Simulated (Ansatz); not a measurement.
`[NH]=[Nb]([NH2])([F])[F]` and `[NH]=[Nb]([NH2])([OH])[F]` differ in one atom or group.

Ansatz, PBE0-D4/def2-TZVP geometries, multiplicity 1. Each molecule was computed in one conformer, which needn't be the lowest.

Elements past krypton have def2 core potentials.

```json
{"property": "LUMO energy (PBE/def2-TZVPP) / eV", "`[NH]=[Nb]([NH2])([F])[F]`": "-2.02"}
{"property": "HOMO energy (PBE/def2-TZVPP) / eV", "`[NH]=[Nb]([NH2])([F])[F]`": "-6.77"}
{"property": "LUMO energy (B3LYP/def2-TZVPP) / eV", "`[NH]=[Nb]([NH2])([F])[F]`": "-1.44"}
{"property": "LUMO energy (PBE0/def2-TZVPP) / eV", "`[NH]=[Nb]([NH2])([F])[F]`": "-1.17"}
{"property": "HOMO–LUMO gap (ωB97M-V/def2-TZVPP) / eV", "`[NH]=[Nb]([NH2])([F])[F]`": "11.28"}
{"property": "size of the dipole moment (PBE/def2-TZVPP) / D", "`[NH]=[Nb]([NH2])([F])[F]`": "2.45"}
```

Question: What does the change do to each property? (An estimate is asked.)

Answer: Computed: 
| property | `[NH]=[Nb]([NH2])([OH])[F]` | shift |
| --- | --- | --- |
| LUMO energy (PBE/def2-TZVPP) / eV | -1.55 | 0.47 |
| HOMO energy (PBE/def2-TZVPP) / eV | -6.43 | 0.34 |
| LUMO energy (B3LYP/def2-TZVPP) / eV | -0.96 | 0.48 |
| LUMO energy (PBE0/def2-TZVPP) / eV | -0.70 | 0.47 |
| HOMO–LUMO gap (ωB97M-V/def2-TZVPP) / eV | 11.09 | -0.19 |
| size of the dipole moment (PBE/def2-TZVPP) / D | 2.43 | -0.02 |

With PBE0 the HOMO rises by 0.36 eV and the LUMO rises by 0.47 eV, so the gap widens by about 0.11 eV. PBE moves the HOMO by 0.34 eV and ωB97M-V by 0.35 eV. The zero-point energy changes by 28.8 kJ/mol with +3 modes. Dipoles are sizes alone; their direction can turn.

B3LYP here is the variant with VWN-RPA as its local correlation; programs differ in this.
